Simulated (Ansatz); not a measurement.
Task: Name a neutral molecule of C, F, In, N and H with HOMO energy (B3LYP/def2-TZVPP) between -9.05 and -8.75 eV and LUMO energy (B3LYP/def2-TZVPP) between -2.55 and -2.25 eV (Ansatz, PBE0-D4/def2-TZVP geometry).

Result: `[CH3][In]([F])[C]#N` (-9.02 eV, -2.46 eV). Other molecules can fit too; these were computed, each in one conformer that needn't be the lowest.

B3LYP here is the variant with VWN-RPA as its local correlation; programs differ in this.
